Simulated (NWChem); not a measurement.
System: BHICl; SMILES B(I)Cl

def2 effective core potentials on I; no spin-orbit coupling.

**Question.** Give the equilibrium geometry at PBE-D3(BJ)/def2-SVP with def2 effective core potentials on I (NWChem) as a list of bonds and angles, with the point group.

**Answer.** point group Cs; any orientation.
Bonds (Å): B1–Cl2 1.743, B1–H3 1.208, B1–I4 2.129. Angles (°): Cl2–B1–H3 120.0, Cl2–B1–I4 121.8, H3–B1–I4 118.1.
